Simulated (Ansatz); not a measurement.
Clusters of 4 atoms, oxide: PBE-D4/def2-SVP single points in Ansatz on relaxed structures, gas phase. Each cluster is the lowest isomer that a short search found in that spin, judged at the geometry's level, and lower ones may exist. Core potentials for Ag, Au, Ir, Mo, Nb, W, no spin–orbit coupling. HOMO and LUMO are taken over both spins. Singlets are spin-restricted. The structures are stationary points that may keep the symmetry of their start. Remarks come from the PBE and PBE0 runs and from stability tests at other levels; not every state was tested.

```
                species  atoms    state             geometry  HOMO (eV)  LUMO (eV)  gap (eV)  point group (within 0.1 Å)                                                                                          remarks
                 Nb2O2⁺      4  doublet  r2SCAN-D4/def2-TZVP      -9.95      -9.15      0.80                         C2v                                                              spin-contaminated (⟨S²⟩ up to 0.95)
                  Au3O⁺      4  singlet   r2SCAN-D4/def2-SVP     -11.23     -10.01      1.22                         C3v                                                                                                –
                  MoO3⁺      4  doublet   B3LYP-D4/def2-TZVP     -14.91     -14.19      0.71                          Cs                                                                                                –
                 Ir2O2⁺      4  doublet     PBE-D4/def2-TZVP     -12.22     -11.80      0.41                          Cs  quartet 0.09 eV lower at PBE0-D4/def2-TZVP (not tabulated), spin-contaminated (⟨S²⟩ up to 1.32)
ScO3 (with an O–O bond)      4  doublet  r2SCAN-D4/def2-TZVP      -5.47      -4.23      1.24                          Cs                                                                                                –
```

Q: Estimate the rows for Ag3O⁺ (singlet, B3LYP-D4/def2-SVP geometry); WO3 (singlet, PBE0-D4/def2-TZVP geometry).

A: 
```tsv
species	atoms	state	geometry	HOMO (eV)	LUMO (eV)	gap (eV)	point group (within 0.1 Å)
Ag3O⁺	4	singlet	B3LYP-D4/def2-SVP	-9.56	-8.25	1.32	C3v
WO3	4	singlet	PBE0-D4/def2-TZVP	-7.23	-5.29	1.94	C3v
```

The gap (eV) runs from 0.41 (Ir2O2⁺) to 1.94 (WO3).
